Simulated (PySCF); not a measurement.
Molecule: SMILES C[S][Sn]([OH])([OH])[S]C (C2H8O2S2Sn). Atoms near the plane z = 0.0 Å, at the GFN2-xTB optimised geometry (x, y, z in Å): Sn3 (-0.6, 0.5, 0.0), O4 (-0.9, 2.5, 0.0), O5 (1.4, 0.5, 0.0), H11 (-1.8, 2.8, -0.4), H12 (1.8, 1.4, -0.2).

Method: B3LYP/def2-TZVP, def2 effective core potentials past Kr (PySCF 2.14.0). The core electrons that the potentials of Sn replace are not part of the density. Cells within 0.4 Å of a nucleus heavier than hydrogen are left out (blank, or x). The values are rescaled to run from 0 to 1.

```
|5555556666666666555555555555555|
|5555666666666666665555555555555|
|5555666666666666666555555555555|
|5556666666666666666666555555555|
|5566666666667666666666665555555|
|5566666666777776666666666655555|
|5566666666679876666666666665555|
|566666666655xx66666666666666555|
|566666666541xx46666666666666555|
|5666666666420246666666666666555|
|5666666666654566666666666666655|
|5666666677777777655567766666655|
|5666666778997567653367766666655|
|5666666778993xx6640xx7766666655|
|5666666778993xx6641xx7766666555|
|5666666678998578754567666666555|
|5666666677899999766666666666555|
|5566666667788998766666666665555|
|5566666666677887766666666655555|
|5566666666667777666666666655555|
|5556666666666666666666666555555|
|5555666666666666666666665555555|
|5555666666666666666666655555555|
|5555566666666666666666555555555|
|5555556666666666666665555555555|
|5555556666666666666655555555555|
|5555555666666666665555555555555|
|5555555566666666655555555555555|
|5555555555666665555555555555555|
|5555555555555555555555555555555|
|5555555555555555555555555555555|
```
Scale: ten equal steps from 0.000 (start of '0') to 1.00 (end of '9'), in the order '0123456789'; x runs from -5.00 to 5.00, y from -5.00 (bottom) to 5.00 (top).

Which quantity is mapped?
A) electron localisation function
B) an orbital amplitude
C) electrostatic potential
D) Laplacian of the electron density

B, an orbital amplitude. In full: LUMO amplitude (bohr^(-3/2)).
